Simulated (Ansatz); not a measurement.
## Molecular dynamics of BH$_{8}$N$_{2}$P

Input file:

```yaml
crystal:
  periodic: [false, false, false]
  atoms:
    - { symbol: B, position_ang: [-0.143844, 0.311404, 0.001957] }
    - { symbol: H, position_ang: [-0.241514, -0.416106, 1.091634] }
    - { symbol: "N", position_ang: [1.29047, 0.211226, -0.370762] }
    - { symbol: H, position_ang: [1.5806, -0.730692, -0.612379] }
    - { symbol: H, position_ang: [1.531742, 0.813271, -1.151615] }
    - { symbol: "N", position_ang: [-1.410913, 0.042899, -0.72488] }
    - { symbol: H, position_ang: [-1.514512, -0.924, -1.014801] }
    - { symbol: H, position_ang: [-1.51433, 0.621443, -1.552487] }
    - { symbol: P, position_ang: [-0.348777, 2.296186, 0.624151] }
    - { symbol: H, position_ang: [-1.52183, 2.318207, 1.423812] }
    - { symbol: H, position_ang: [0.567002, 2.447955, 1.698564] }
    - { symbol: H, position_ang: [-0.329595, 0.602006, 1.281009] }
basis:
  gaussian: { orbitals: "6-31G*" }
hamiltonian:
  xc: pbe0
md:
  timestep: 0.5
  n_steps: 183
  ensemble: nve
  temperature: 100.0
  initial_velocities: maxwell_boltzmann
  seed: 3055
```

Launched with:

```bash
$ ansatz run input.yaml --threads 1 --pin off --max-ram 2048MiB --backend cpu --events-out ev --progress --plain --runs-dir out
```

It starts at the highest image of a converged band. Of that band: Neighbouring images differ by up to 1.4 eV, so the band resolves the path poorly. A vibrational analysis at the climbing image gives one clearly imaginary mode, 798i cm⁻¹: a first-order saddle point.

Output, in part (one step line in 2, the closing report, with atoms numbered from 0):

```
md step     0: t =     0.00 fs  T =   100.0 K  F+E_penalty+E_count = -13065.91386348 eV  E_kin = 0.129260 eV  conserved = -13065.78460348 eV  (25 SCF iters)
md step     2: t =     1.00 fs  T =    91.6 K  F+E_penalty+E_count = -13065.90271113 eV  E_kin = 0.118358 eV  conserved = -13065.78435313 eV  (24 SCF iters)
md step     4: t =     2.00 fs  T =    75.9 K  F+E_penalty+E_count = -13065.88217405 eV  E_kin = 0.098153 eV  conserved = -13065.78402138 eV  (24 SCF iters)
md step     6: t =     3.00 fs  T =    67.4 K  F+E_penalty+E_count = -13065.87113206 eV  E_kin = 0.087112 eV  conserved = -13065.78402041 eV  (24 SCF iters)
md step     8: t =     4.00 fs  T =    66.3 K  F+E_penalty+E_count = -13065.86997547 eV  E_kin = 0.085686 eV  conserved = -13065.78428952 eV  (23 SCF iters)
md step    10: t =     5.00 fs  T =    61.6 K  F+E_penalty+E_count = -13065.86401240 eV  E_kin = 0.079623 eV  conserved = -13065.78438985 eV  (24 SCF iters)
md step    12: t =     6.00 fs  T =    49.9 K  F+E_penalty+E_count = -13065.84858065 eV  E_kin = 0.064490 eV  conserved = -13065.78409047 eV  (23 SCF iters)
md step    14: t =     7.00 fs  T =    44.0 K  F+E_penalty+E_count = -13065.84070089 eV  E_kin = 0.056853 eV  conserved = -13065.78384790 eV  (23 SCF iters)
md step    16: t =     8.00 fs  T =    53.7 K  F+E_penalty+E_count = -13065.85356518 eV  E_kin = 0.069475 eV  conserved = -13065.78409008 eV  (23 SCF iters)
md step    18: t =     9.00 fs  T =    69.6 K  F+E_penalty+E_count = -13065.87429675 eV  E_kin = 0.089922 eV  conserved = -13065.78437511 eV  (23 SCF iters)
md step    20: t =    10.00 fs  T =    79.6 K  F+E_penalty+E_count = -13065.88709651 eV  E_kin = 0.102854 eV  conserved = -13065.78424203 eV  (22 SCF iters)
md step    22: t =    11.00 fs  T =    88.8 K  F+E_penalty+E_count = -13065.89871202 eV  E_kin = 0.114756 eV  conserved = -13065.78395646 eV  (23 SCF iters)
md step    24: t =    12.00 fs  T =   109.1 K  F+E_penalty+E_count = -13065.92500104 eV  E_kin = 0.141039 eV  conserved = -13065.78396180 eV  (23 SCF iters)
md step    26: t =    13.00 fs  T =   140.3 K  F+E_penalty+E_count = -13065.96561507 eV  E_kin = 0.181337 eV  conserved = -13065.78427770 eV  (22 SCF iters)
md step    28: t =    14.00 fs  T =   168.7 K  F+E_penalty+E_count = -13066.00258454 eV  E_kin = 0.218083 eV  conserved = -13065.78450194 eV  (29 SCF iters)
md step    30: t =    15.00 fs  T =   185.2 K  F+E_penalty+E_count = -13066.02373691 eV  E_kin = 0.239443 eV  conserved = -13065.78429419 eV  (29 SCF iters)
md step    32: t =    16.00 fs  T =   198.9 K  F+E_penalty+E_count = -13066.04100652 eV  E_kin = 0.257046 eV  conserved = -13065.78396101 eV  (29 SCF iters)
md step    34: t =    17.00 fs  T =   223.1 K  F+E_penalty+E_count = -13066.07249929 eV  E_kin = 0.288415 eV  conserved = -13065.78408404 eV  (29 SCF iters)
md step    36: t =    18.00 fs  T =   253.3 K  F+E_penalty+E_count = -13066.11186324 eV  E_kin = 0.327413 eV  conserved = -13065.78445037 eV  (29 SCF iters)
md step    38: t =    19.00 fs  T =   274.8 K  F+E_penalty+E_count = -13066.13969324 eV  E_kin = 0.355256 eV  conserved = -13065.78443722 eV  (28 SCF iters)
md step    40: t =    20.00 fs  T =   288.8 K  F+E_penalty+E_count = -13066.15730570 eV  E_kin = 0.373244 eV  conserved = -13065.78406168 eV  (28 SCF iters)
md step    42: t =    21.00 fs  T =   311.5 K  F+E_penalty+E_count = -13066.18644095 eV  E_kin = 0.402587 eV  conserved = -13065.78385379 eV  (28 SCF iters)
md step    44: t =    22.00 fs  T =   352.2 K  F+E_penalty+E_count = -13066.23931074 eV  E_kin = 0.455248 eV  conserved = -13065.78406270 eV  (29 SCF iters)
md step    46: t =    23.00 fs  T =   402.5 K  F+E_penalty+E_count = -13066.30459591 eV  E_kin = 0.520302 eV  conserved = -13065.78429427 eV  (29 SCF iters)
md step    48: t =    24.00 fs  T =   452.8 K  F+E_penalty+E_count = -13066.36944598 eV  E_kin = 0.585331 eV  conserved = -13065.78411521 eV  (29 SCF iters)
md step    50: t =    25.00 fs  T =   510.3 K  F+E_penalty+E_count = -13066.44336565 eV  E_kin = 0.659588 eV  conserved = -13065.78377775 eV  (29 SCF iters)
md step    52: t =    26.00 fs  T =   588.0 K  F+E_penalty+E_count = -13066.54392201 eV  E_kin = 0.760014 eV  conserved = -13065.78390818 eV  (27 SCF iters)
md step    54: t =    27.00 fs  T =   680.6 K  F+E_penalty+E_count = -13066.66409593 eV  E_kin = 0.879740 eV  conserved = -13065.78435629 eV  (28 SCF iters)
md step    56: t =    28.00 fs  T =   771.1 K  F+E_penalty+E_count = -13066.78111296 eV  E_kin = 0.996697 eV  conserved = -13065.78441626 eV  (28 SCF iters)
md step    58: t =    29.00 fs  T =   857.6 K  F+E_penalty+E_count = -13066.89276166 eV  E_kin = 1.108554 eV  conserved = -13065.78420815 eV  (29 SCF iters)
md step    60: t =    30.00 fs  T =   949.7 K  F+E_penalty+E_count = -13067.01186383 eV  E_kin = 1.227617 eV  conserved = -13065.78424680 eV  (26 SCF iters)
md step    62: t =    31.00 fs  T =  1047.8 K  F+E_penalty+E_count = -13067.13885992 eV  E_kin = 1.354404 eV  conserved = -13065.78445587 eV  (28 SCF iters)
md step    64: t =    32.00 fs  T =  1143.7 K  F+E_penalty+E_count = -13067.26297186 eV  E_kin = 1.478326 eV  conserved = -13065.78464631 eV  (28 SCF iters)
md step    66: t =    33.00 fs  T =  1228.9 K  F+E_penalty+E_count = -13067.37325263 eV  E_kin = 1.588533 eV  conserved = -13065.78471942 eV  (28 SCF iters)
md step    68: t =    34.00 fs  T =  1300.2 K  F+E_penalty+E_count = -13067.46524313 eV  E_kin = 1.680630 eV  conserved = -13065.78461310 eV  (29 SCF iters)
md step    70: t =    35.00 fs  T =  1361.1 K  F+E_penalty+E_count = -13067.54381994 eV  E_kin = 1.759313 eV  conserved = -13065.78450731 eV  (29 SCF iters)
md step    72: t =    36.00 fs  T =  1415.1 K  F+E_penalty+E_count = -13067.61376244 eV  E_kin = 1.829120 eV  conserved = -13065.78464203 eV  (28 SCF iters)
md step    74: t =    37.00 fs  T =  1456.6 K  F+E_penalty+E_count = -13067.66771329 eV  E_kin = 1.882824 eV  conserved = -13065.78488881 eV  (28 SCF iters)
md step    76: t =    38.00 fs  T =  1477.0 K  F+E_penalty+E_count = -13067.69403003 eV  E_kin = 1.909193 eV  conserved = -13065.78483664 eV  (28 SCF iters)
md step    78: t =    39.00 fs  T =  1480.4 K  F+E_penalty+E_count = -13067.69810213 eV  E_kin = 1.913548 eV  conserved = -13065.78455414 eV  (29 SCF iters)
md step    80: t =    40.00 fs  T =  1480.2 K  F+E_penalty+E_count = -13067.69779641 eV  E_kin = 1.913270 eV  conserved = -13065.78452654 eV  (28 SCF iters)
md step    82: t =    41.00 fs  T =  1478.6 K  F+E_penalty+E_count = -13067.69608066 eV  E_kin = 1.911233 eV  conserved = -13065.78484783 eV  (29 SCF iters)
md step    84: t =    42.00 fs  T =  1462.4 K  F+E_penalty+E_count = -13067.67529450 eV  E_kin = 1.890269 eV  conserved = -13065.78502531 eV  (29 SCF iters)
md step    86: t =    43.00 fs  T =  1423.1 K  F+E_penalty+E_count = -13067.62426428 eV  E_kin = 1.839536 eV  conserved = -13065.78472830 eV  (29 SCF iters)
md step    88: t =    44.00 fs  T =  1370.3 K  F+E_penalty+E_count = -13067.55577277 eV  E_kin = 1.771281 eV  conserved = -13065.78449191 eV  (29 SCF iters)
md step    90: t =    45.00 fs  T =  1311.5 K  F+E_penalty+E_count = -13067.47995212 eV  E_kin = 1.695278 eV  conserved = -13065.78467396 eV  (29 SCF iters)
md step    92: t =    46.00 fs  T =  1239.8 K  F+E_penalty+E_count = -13067.38723866 eV  E_kin = 1.602526 eV  conserved = -13065.78471278 eV  (29 SCF iters)
md step    94: t =    47.00 fs  T =  1154.4 K  F+E_penalty+E_count = -13067.27659879 eV  E_kin = 1.492212 eV  conserved = -13065.78438639 eV  (29 SCF iters)
md step    96: t =    48.00 fs  T =  1070.2 K  F+E_penalty+E_count = -13067.16749439 eV  E_kin = 1.383375 eV  conserved = -13065.78411890 eV  (28 SCF iters)
md step    98: t =    49.00 fs  T =  1000.2 K  F+E_penalty+E_count = -13067.07697360 eV  E_kin = 1.292858 eV  conserved = -13065.78411609 eV  (26 SCF iters)
md step   100: t =    50.00 fs  T =   946.1 K  F+E_penalty+E_count = -13067.00711857 eV  E_kin = 1.222977 eV  conserved = -13065.78414183 eV  (28 SCF iters)
md step   102: t =    51.00 fs  T =   907.2 K  F+E_penalty+E_count = -13066.95675743 eV  E_kin = 1.172685 eV  conserved = -13065.78407204 eV  (28 SCF iters)
md step   104: t =    52.00 fs  T =   885.8 K  F+E_penalty+E_count = -13066.92900226 eV  E_kin = 1.145010 eV  conserved = -13065.78399257 eV  (28 SCF iters)
md step   106: t =    53.00 fs  T =   885.0 K  F+E_penalty+E_count = -13066.92782598 eV  E_kin = 1.143901 eV  conserved = -13065.78392495 eV  (28 SCF iters)
md step   108: t =    54.00 fs  T =   906.5 K  F+E_penalty+E_count = -13066.95569027 eV  E_kin = 1.171681 eV  conserved = -13065.78400938 eV  (29 SCF iters)
md step   110: t =    55.00 fs  T =   946.1 K  F+E_penalty+E_count = -13067.00717924 eV  E_kin = 1.222963 eV  conserved = -13065.78421596 eV  (28 SCF iters)
md step   112: t =    56.00 fs  T =   995.3 K  F+E_penalty+E_count = -13067.07084148 eV  E_kin = 1.286488 eV  conserved = -13065.78435396 eV  (28 SCF iters)
md step   114: t =    57.00 fs  T =  1048.2 K  F+E_penalty+E_count = -13067.13923724 eV  E_kin = 1.354861 eV  conserved = -13065.78437626 eV  (28 SCF iters)
md step   116: t =    58.00 fs  T =  1104.5 K  F+E_penalty+E_count = -13067.21207496 eV  E_kin = 1.427701 eV  conserved = -13065.78437364 eV  (29 SCF iters)
md step   118: t =    59.00 fs  T =  1163.9 K  F+E_penalty+E_count = -13067.28910537 eV  E_kin = 1.504498 eV  conserved = -13065.78460688 eV  (29 SCF iters)
md step   120: t =    60.00 fs  T =  1216.0 K  F+E_penalty+E_count = -13067.35675420 eV  E_kin = 1.571852 eV  conserved = -13065.78490225 eV  (29 SCF iters)
md step   122: t =    61.00 fs  T =  1248.2 K  F+E_penalty+E_count = -13067.39830360 eV  E_kin = 1.613457 eV  conserved = -13065.78484626 eV  (29 SCF iters)
md step   124: t =    62.00 fs  T =  1261.5 K  F+E_penalty+E_count = -13067.41524907 eV  E_kin = 1.630564 eV  conserved = -13065.78468503 eV  (29 SCF iters)
md step   126: t =    63.00 fs  T =  1261.7 K  F+E_penalty+E_count = -13067.41558447 eV  E_kin = 1.630809 eV  conserved = -13065.78477567 eV  (28 SCF iters)
md step   128: t =    64.00 fs  T =  1246.3 K  F+E_penalty+E_count = -13067.39573934 eV  E_kin = 1.610914 eV  conserved = -13065.78482575 eV  (29 SCF iters)
md step   130: t =    65.00 fs  T =  1215.4 K  F+E_penalty+E_count = -13067.35549536 eV  E_kin = 1.570978 eV  conserved = -13065.78451781 eV  (29 SCF iters)
md step   132: t =    66.00 fs  T =  1183.3 K  F+E_penalty+E_count = -13067.31377745 eV  E_kin = 1.529545 eV  conserved = -13065.78423244 eV  (29 SCF iters)
md step   134: t =    67.00 fs  T =  1163.5 K  F+E_penalty+E_count = -13067.28824475 eV  E_kin = 1.503930 eV  conserved = -13065.78431446 eV  (28 SCF iters)
md step   136: t =    68.00 fs  T =  1154.5 K  F+E_penalty+E_count = -13067.27674026 eV  E_kin = 1.492317 eV  conserved = -13065.78442341 eV  (25 SCF iters)
md step   138: t =    69.00 fs  T =  1152.1 K  F+E_penalty+E_count = -13067.27361306 eV  E_kin = 1.489263 eV  conserved = -13065.78435042 eV  (27 SCF iters)
md step   140: t =    70.00 fs  T =  1158.6 K  F+E_penalty+E_count = -13067.28191423 eV  E_kin = 1.497633 eV  conserved = -13065.78428136 eV  (28 SCF iters)
md step   142: t =    71.00 fs  T =  1175.3 K  F+E_penalty+E_count = -13067.30363181 eV  E_kin = 1.519222 eV  conserved = -13065.78440956 eV  (30 SCF iters)
md step   144: t =    72.00 fs  T =  1195.0 K  F+E_penalty+E_count = -13067.32923247 eV  E_kin = 1.544596 eV  conserved = -13065.78463666 eV  (29 SCF iters)
md step   146: t =    73.00 fs  T =  1206.7 K  F+E_penalty+E_count = -13067.34448883 eV  E_kin = 1.559795 eV  conserved = -13065.78469416 eV  (28 SCF iters)
md step   148: t =    74.00 fs  T =  1206.8 K  F+E_penalty+E_count = -13067.34458843 eV  E_kin = 1.559880 eV  conserved = -13065.78470793 eV  (29 SCF iters)
md step   150: t =    75.00 fs  T =  1194.8 K  F+E_penalty+E_count = -13067.32915519 eV  E_kin = 1.544408 eV  conserved = -13065.78474751 eV  (28 SCF iters)
md step   152: t =    76.00 fs  T =  1171.5 K  F+E_penalty+E_count = -13067.29885596 eV  E_kin = 1.514239 eV  conserved = -13065.78461716 eV  (28 SCF iters)
md step   154: t =    77.00 fs  T =  1144.0 K  F+E_penalty+E_count = -13067.26322855 eV  E_kin = 1.478780 eV  conserved = -13065.78444865 eV  (27 SCF iters)
md step   156: t =    78.00 fs  T =  1120.4 K  F+E_penalty+E_count = -13067.23264626 eV  E_kin = 1.448187 eV  conserved = -13065.78445955 eV  (29 SCF iters)
md step   158: t =    79.00 fs  T =  1100.2 K  F+E_penalty+E_count = -13067.20655499 eV  E_kin = 1.422070 eV  conserved = -13065.78448504 eV  (30 SCF iters)
md step   160: t =    80.00 fs  T =  1081.7 K  F+E_penalty+E_count = -13067.18252349 eV  E_kin = 1.398213 eV  conserved = -13065.78431051 eV  (30 SCF iters)
md step   162: t =    81.00 fs  T =  1070.0 K  F+E_penalty+E_count = -13067.16735867 eV  E_kin = 1.383126 eV  conserved = -13065.78423294 eV  (29 SCF iters)
md step   164: t =    82.00 fs  T =  1066.8 K  F+E_penalty+E_count = -13067.16338660 eV  E_kin = 1.379010 eV  conserved = -13065.78437671 eV  (29 SCF iters)
md step   166: t =    83.00 fs  T =  1066.9 K  F+E_penalty+E_count = -13067.16345549 eV  E_kin = 1.379103 eV  conserved = -13065.78435220 eV  (30 SCF iters)
md step   168: t =    84.00 fs  T =  1071.4 K  F+E_penalty+E_count = -13067.16919896 eV  E_kin = 1.384945 eV  conserved = -13065.78425361 eV  (29 SCF iters)
md step   170: t =    85.00 fs  T =  1084.9 K  F+E_penalty+E_count = -13067.18666093 eV  E_kin = 1.402293 eV  conserved = -13065.78436827 eV  (29 SCF iters)
md step   172: t =    86.00 fs  T =  1103.1 K  F+E_penalty+E_count = -13067.21045943 eV  E_kin = 1.425872 eV  conserved = -13065.78458761 eV  (29 SCF iters)
md step   174: t =    87.00 fs  T =  1117.2 K  F+E_penalty+E_count = -13067.22878668 eV  E_kin = 1.444154 eV  conserved = -13065.78463304 eV  (28 SCF iters)
md step   176: t =    88.00 fs  T =  1125.2 K  F+E_penalty+E_count = -13067.23898921 eV  E_kin = 1.454491 eV  conserved = -13065.78449824 eV  (28 SCF iters)
md step   178: t =    89.00 fs  T =  1131.8 K  F+E_penalty+E_count = -13067.24743575 eV  E_kin = 1.462932 eV  conserved = -13065.78450424 eV  (29 SCF iters)
md step   180: t =    90.00 fs  T =  1136.6 K  F+E_penalty+E_count = -13067.25374090 eV  E_kin = 1.469166 eV  conserved = -13065.78457479 eV  (29 SCF iters)
md step   182: t =    91.00 fs  T =  1138.1 K  F+E_penalty+E_count = -13067.25548610 eV  E_kin = 1.471101 eV  conserved = -13065.78438475 eV  (29 SCF iters)
md step   183: t =    91.50 fs  T =  1140.2 K  F+E_penalty+E_count = -13067.25800150 eV  E_kin = 1.473770 eV  conserved = -13065.78423162 eV  (26 SCF iters)
Total energy: -13067.25803242 eV, -480.2128753858 hartree
Atom 0 at    -0.150140     0.619173    -0.293475 Å, force     0.942567     3.079863     1.249004 eV/Å
Atom 1 at    -0.566553    -4.320244     5.022995 Å, force     0.066740     0.097635     0.466476 eV/Å
Atom 2 at     1.139034     0.216959    -0.503381 Å, force     1.950146    -1.046076     0.202821 eV/Å
Atom 3 at     1.480569    -0.658005    -0.879298 Å, force    -0.258908     0.178913    -0.208567 eV/Å
Atom 4 at     1.820766     0.937675    -0.496172 Å, force     0.918272     0.226635     0.401033 eV/Å
Atom 5 at    -1.233771     0.035109    -0.824390 Å, force    -2.983643    -1.441198    -0.677224 eV/Å
Atom 6 at    -1.277742    -0.907479    -1.152506 Å, force     0.119435    -0.350344    -0.452263 eV/Å
Atom 7 at    -1.953095     0.621619    -1.189842 Å, force    -0.742595     0.043573     0.186863 eV/Å
Atom 8 at    -0.350824     2.464238     0.546892 Å, force     0.326744    -0.162777    -1.245626 eV/Å
Atom 9 at    -1.452851     2.316585     1.408120 Å, force     0.058738    -0.299531     0.390102 eV/Å
Atom 10 at     0.740979     2.472987     1.461436 Å, force    -0.330731    -0.229021     0.153711 eV/Å
Atom 11 at    -0.461300    -4.166932     5.756894 Å, force    -0.066764    -0.097672    -0.466330 eV/Å
Dipole moment:     0.088168    -0.579425    -0.275454 e Å
```

The run went to its last step. The conserved energy stayed within 0.07 meV per atom of its start (net change 0.031 meV per atom), so the integration is sound. The kinetic energy rose, since the run started high on the potential surface and went downhill. It ends in pieces (BH6N2P + H2), so much of that is their flight and rotation, not heat. A run of 0.091 ps of so small a system gives no equilibrium averages. The orbitals stay closed-shell, which can raise the energy where a bond breaks towards radicals; this wasn't checked here.

Between its relaxed ends the band would form B1–P9, H2–H12 and break B1–H2, P9–H12. These pairs go: B1–P9 2.09 → 2.04 Å, H2–H12 1.04 → 0.76 Å, B1–H2 1.31 → 7.27 Å, P9–H12 1.82 → 8.43 Å. In the last frame they stand as after the step (other bonds may differ from the relaxed reactants and products). Also parted: B1–H12 1.32 → 7.72 Å. It ends as BH6N2P + H2. Pairs count as bonded within 1.25 times the sum of covalent radii (0.12 Å more for H–H).

Last frame:

```xyz
12
Properties=species:S:1:pos:R:3
B -0.150 0.619 -0.293
H -0.567 -4.320 5.023
N 1.139 0.217 -0.503
H 1.481 -0.658 -0.879
H 1.821 0.938 -0.496
N -1.234 0.035 -0.824
H -1.278 -0.907 -1.153
H -1.953 0.622 -1.190
P -0.351 2.464 0.547
H -1.453 2.317 1.408
H 0.741 2.473 1.461
H -0.461 -4.167 5.757
```

Run time: 11 min on 1 thread of Arm Neoverse V1, with other jobs on the host, peak memory 0.16 GiB.
